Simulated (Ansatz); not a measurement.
```xyz
12

B    -1.220    1.033    0.134
Si   -0.743    0.034   -1.524
Sb   -0.419   -1.400    0.541
C     1.620   -0.754    0.840
H    -0.418    1.859    0.475
H    -2.398    1.206    0.290
H     0.549    0.262   -2.215
H    -1.780   -0.494   -2.442
H    -1.076    0.223    1.245
H     2.278   -1.483    0.364
H     1.771    0.224    0.385
H     1.837   -0.710    1.906
```

The species carries charge 0 and has multiplicity 1. Sb: def2 effective core potential.

Question: List the r2SCAN/def2-TZVPP orbital energies in eV (Ansatz). (Estimate.)

Answer: Computed: Occupied: -1790.76, -273.42, -179.57, -154.06, -141.27, -105.89, -105.71, -105.65, -96.18, -96.10, -96.07, -34.08, -34.02, -33.97, -33.84, -33.81, -18.58, -15.80, -12.73, -12.37, -10.70, -10.66, -9.27, -8.52, -8.17, -8.09, -7.22, -5.77. Lowest empty: -2.01, -1.03, -0.51, 0.44, 1.11, 1.20, 1.33, 2.21.
